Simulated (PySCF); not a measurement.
SMILES [CH2]CCCC(C)=O (C6H11O), doublet (GFN2-xTB optimised geometry):

```
18

C     -1.286    -2.086     1.206
C      0.179    -1.943     1.217
C      0.704    -1.172     0.000
C      0.194     0.267     0.000
C      0.530     1.008    -1.275
C      0.323     2.502    -1.194
O      0.928     0.461    -2.271
H     -1.795    -2.304     0.287
H     -1.849    -2.096     2.118
H      0.655    -2.937     1.206
H      0.504    -1.453     2.140
H      0.372    -1.662    -0.916
H      1.795    -1.172     0.000
H     -0.896     0.255     0.099
H      0.589     0.821     0.854
H     -0.609     2.736    -0.686
H      0.326     2.936    -2.190
H      1.140     2.937    -0.621
```

Calculation: unrestricted PBE0/def2-SVP (PySCF).

**Question.** What are the frontier orbital energies (α orbitals alone; a β orbital can be the lowest empty one) and the dipole moment?

**Answer.** HOMO-2 -9.46 eV, HOMO-1 -7.04 eV, HOMO -6.01 eV, LUMO -0.06 eV, LUMO+1 1.72 eV; dipole moment 2.59 D.

On the same geometry PySCF with unrestricted PBE/def2-SVP gives HOMO-2 -7.99 eV, HOMO-1 -5.37 eV, HOMO -4.58 eV, LUMO -1.21 eV, LUMO+1 0.88 eV; dipole moment 2.41 D.

Meta-Löwdin charges at PBE0/def2-SVP: C1 -0.23, C2 -0.17, C3 -0.17, C4 -0.22, C5 0.38, C6 -0.35, O7 -0.40, H8 0.10, H9 0.10, H10 0.10, H11 0.09, H12 0.10, H13 0.10, H14 0.11, H15 0.10, H16 0.11, H17 0.12, H18 0.12.
